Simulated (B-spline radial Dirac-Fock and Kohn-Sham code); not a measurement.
**Run log: Al⁶⁺**

ΔSCF core binding energies without Breit or QED terms, calculated with an atomic code on a B-spline grid. Keys: rel is the Hamiltonian (dirac, or spin-free x2c and nr, where L3 and M5 stand for the whole 2p and 3d shells), method is hf or an exchange,correlation pair (spin-unpolarised, also for the hole states), nuc the nuclear model, radius_factor scales its radius, rmax is the box in bohr, h the logarithmic mesh step, order the B-spline order, points the quadrature points per cell, c_factor scales the speed of light, and damp, ndamp, maxit and tol steer the iteration. The run stops when the commutator error falls below 10·tol·max(1, Z/10), or the numerical noise floor, and the energy has settled to about 1e-8 Ha; the virial ratio is −V/T.

Input (task.json):

```json
{"items": [{"Z": 13, "q": 6, "cfg": [[1, 0, 2], [2, 0, 2], [2, 1, 3]], "A": 27, "rrms": 3.061, "do": "settings", "holes": ["K", "L3", "M5"],
  "settings": [{"rel": "dirac", "method": "hf", "nuc": "fermi", "radius_factor": 1.0, "rmax": 45.0, "h": 0.3, "order": 8, "points": 10, "c_factor": 1.0, "maxit": 82, "damp": 0.5, "ndamp": 3, "tol": 1e-14}]}]}
```

Command: `python xray2_run.py task.json out`

Ground-state iterations:

```
iter   energy (Ha)        error
   1     -220.22390434  6.89e-01
   2     -223.22624739  8.26e-02
   3     -223.25729376  3.64e-02
   4     -223.26354639  1.60e-02
   5     -223.26510913  1.91e-03
   6     -223.26512660  8.32e-05
   7     -223.26512662  3.19e-06
   8     -223.26512662  8.82e-08
```

The ground state converged in 8 iterations, with total energy -223.26513 Ha, virial ratio 1.99598 and highest orbital energy -238.02 eV. ΔSCF binding energies: K (1s) 1763.3 eV. Holes are computed only in closed shells, and unreliable hole states are left out.

One setting is outside the advised range (tolerance below the noise), but here it does no visible harm: the result matches the run with default settings.
